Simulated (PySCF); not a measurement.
Cartesian coordinates in Å; atom numbers follow the order of the lines, from 1:
```xyz
7

B     0.123   -0.222   -0.841
S     0.177   -0.250    1.322
H     0.564    1.029    1.542
H    -1.126    0.022    1.567
Cl    1.880   -0.218   -1.228
Cl   -0.766    1.290   -1.258
Cl   -0.761   -1.754   -1.174
```

Geometry: PBE0-D3(BJ)/def2-SVP; GIAO shifts from PySCF, gas phase, non-relativistic, averaged over equivalent atoms.

At wB97X-D/pcSseg-1 (123 basis functions, 7.8 s wall time on 1 thread of an Arm Neoverse V2, shared host):
| atoms | δ (ppm) |
| --- | --- |
| B1 | 15.9 |
| S2 | -20.1 |
| H3/H4 | 3.50 |
| Cl5/Cl6/Cl7 | 177.9 |

δ = σ(ref) − σ, references computed at the same level: BF3·OEt2 for ¹¹B (101.61 ppm); ³³S (493.71 ppm) vs CS2; ¹H (31.38 ppm) vs TMS; ³⁵Cl (939.37 ppm) vs HCl.

Predict the values at PBE0/pcSseg-1 on the same geometry.

Answers


```tsv
atoms	δ at PBE0/pcSseg-1	change
B1	16.8	+0.9
S2	-21.9	-1.8
H3/H4	3.56	+0.06
Cl5/Cl6/Cl7	190.2	+12.3
```

Referencing at the same level of theory: ¹¹B (100.73 ppm) vs BF3·OEt2; CS2 for ³³S (495.66 ppm); ¹H (31.27 ppm) vs TMS; ³⁵Cl (943.27 ppm) vs HCl.

The largest change is at Cl5/Cl6/Cl7 (chlorine bonded to B). Cost: 123 basis functions, 9.4 s wall time on 1 thread of an Arm Neoverse V2, shared host.

The averaged Cl atoms aren't alike in the static structure (σ from 736 to 774 ppm); the average presumes fast exchange among these sites.
